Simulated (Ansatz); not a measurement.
`[NH2][Zr]([Cl])([Cl])[Cl]` + H₂O → `[OH][Zr]([Cl])([Cl])[Cl]` + NH₃ at 298.15 K and 1 bar (formal hydrolysis of a Zr–N bond).

Isolated molecules relaxed with PBE0-D4/def2-TZVP in Ansatz; ΔE leaves out vibrations. CCSD(T)/CBS adds triple-zeta CCSD(T) − MP2 to the extrapolated MP2 energy (def2 sets, frozen cores). This one scheme is used for every species. Elements past krypton have def2 core potentials. For Zr outer-core shells are correlated without core-valence functions, which leaves a few kJ/mol of doubt a bond. One conformer a species, not always the lowest.

```
                    species  CCSD(T)/CBS energy (Eh)  H − E (kJ/mol)  S (J/(mol·K))
`[NH2][Zr]([Cl])([Cl])[Cl]`              -1482.50761            98.4          410.5
                        H₂O                -76.37941            66.4          188.7
 `[OH][Zr]([Cl])([Cl])[Cl]`              -1502.40323            66.5          383.7
                        NH₃                -56.50880           100.5          192.4
```

H − E and S are ideal-gas, rigid-rotor, harmonic terms from PBE0-D4/def2-TZVP, for one conformer and one mirror image of each species. 1 Eh = 2625.50 kJ/mol, R = 8.31446 J/(mol·K).

**Question.** By hand: ΔE, ΔH, ΔS and ΔG.

**Answer.** ΔE = (-1502.40323) + (-56.50880) − (-1482.50761) − (-76.37941) = -0.02501 Eh = -65.7 kJ/mol. Δ(H − E) = 66.5 + 100.5 − 98.4 − 66.4 = 2.2, so ΔH = -63.5 kJ/mol. ΔS = 383.7 + 192.4 − 410.5 − 188.7 = -23.1 J/(mol·K). ΔG = -63.5 − 298.15 × (-23.1)/1000 = -56.6 kJ/mol.

**Question.** By hand: the equilibrium constant, and the temperature at which ΔG would vanish if ΔH and ΔS stayed fixed.

**Answer.** log₁₀ K = −ΔG/(RT ln 10) = 9.9. ΔG = 0 at ΔH/ΔS = 2749 K, far beyond where these terms or the molecules hold.

ΔH outweighs TΔS. A doubt of 5 kJ/mol in ΔE shifts log₁₀ K by 0.9 here. Other conformers and mirror images would add mixing entropy, several J/(mol·K) or more a flexible species. Modes under 60 cm⁻¹, often nearly free rotors, make the harmonic entropy too high. These are equilibria of isolated gas molecules and say nothing of rates. Largest T1 diagnostic: 0.016 (customary marks: 0.02 for closed shells, 0.045 for open ones).
